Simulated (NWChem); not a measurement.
Species: BiH$_{3}$O; SMILES [OH][BiH2]

Computed with NWChem. Coordinates come from a PBE0/def2-SVP optimisation. def2 effective core potentials on Bi; no spin-orbit coupling. Level MN15/def2-SVP: energy and gradient on several grids; changes count from the extra-fine grid, which is no exact limit either.

| grid | size of the energy change (μHa) | largest change of a gradient component (μHa/bohr) |
|---|---|---|
| xcoarse | 10000 | 4000 |
| coarse | 30 | 400 |
| medium | 20 | 200 |
| fine | < 10 | < 30 |
| xfine | < 10 | < 30 |
